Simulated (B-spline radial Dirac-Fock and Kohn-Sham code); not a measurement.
**Auger parameter of zinc: the L3 level and its strongest L3-MM line**

Model: ΔSCF Dirac-Fock with Breit, self-energy and vacuum polarisation, finite nucleus, configuration average. Program: an atomic code on a B-spline grid. The modified Auger parameter α′ is the binding energy plus the kinetic energy of the Auger electron; it does not depend on the energy zero. For free ions it tends to fall with charge, since less charge screens the final holes.

```tsv
species	configuration	binding 2p3/2 (eV)	Auger line	kinetic (eV)	α′ (eV)
Zn	[Ar] 3d10 4s2	1028.5	M4M5 J=4	978.5	2007.0
Zn	[Ar] 3d10 4s1 4p1	1030.4	M4M5 J=4	976.9	2007.3
Zn⁺	[Ar] 3d10 4s1	1039.0	M4M5 J=4	966.3	2005.3
Zn⁺ (Watson 2.4 Å)	[Ar] 3d10 4s1	1033.0	M4M5 J=4	972.3	2005.3
Zn⁺ (Watson 3 Å)	[Ar] 3d10 4s1	1034.2	M4M5 J=4	971.1	2005.3
Zn²⁺	[Ar] 3d10	1051.2	M4M5 J=4	952.9	2004.1
Zn²⁺ (Watson 1.6 Å)	[Ar] 3d10	1033.2	M4M5 J=4	970.9	2004.1
```

Values without a named source are computed, but for edge energies of neutral atoms, which are taken from tables.
